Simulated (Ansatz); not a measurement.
`BC(C)CO` and `CCCO` differ in one atom or group.

Ansatz, PBE0-D4/def2-TZVP geometries, multiplicity 1. Each molecule was computed in one conformer, which needn't be the lowest.

| property | `BC(C)CO` |
| --- | --- |
| size of the dipole moment (ωB97M-V/def2-TZVPP) / D | 3.16 |
| LUMO energy (B3LYP/def2-TZVPP) / eV | -0.27 |
| HOMO energy (B3LYP/def2-TZVPP) / eV | -7.40 |
| HOMO–LUMO gap (PBE0/def2-TZVPP) / eV | 7.65 |
| HOMO–LUMO gap (B3LYP/def2-TZVPP) / eV | 7.13 |
| LUMO energy (PBE0/def2-TZVPP) / eV | 0.07 |

What does the change do to each property? (Estimate.)

Ansatz gave: 
| property | `CCCO` | shift |
| --- | --- | --- |
| size of the dipole moment (ωB97M-V/def2-TZVPP) / D | 1.69 | -1.47 |
| LUMO energy (B3LYP/def2-TZVPP) / eV | 0.72 | 0.99 |
| HOMO energy (B3LYP/def2-TZVPP) / eV | -7.53 | -0.13 |
| HOMO–LUMO gap (PBE0/def2-TZVPP) / eV | 8.86 | 1.21 |
| HOMO–LUMO gap (B3LYP/def2-TZVPP) / eV | 8.25 | 1.12 |
| LUMO energy (PBE0/def2-TZVPP) / eV | 1.09 | 1.02 |

With PBE0 the HOMO falls by 0.19 eV and the LUMO rises by 1.02 eV, so the gap widens by about 1.21 eV. PBE moves the HOMO by 0.16 eV and ωB97M-V by -0.34 eV. Dipoles are sizes alone; their direction can turn.

B3LYP here is the variant with VWN-RPA as its local correlation; programs differ in this.
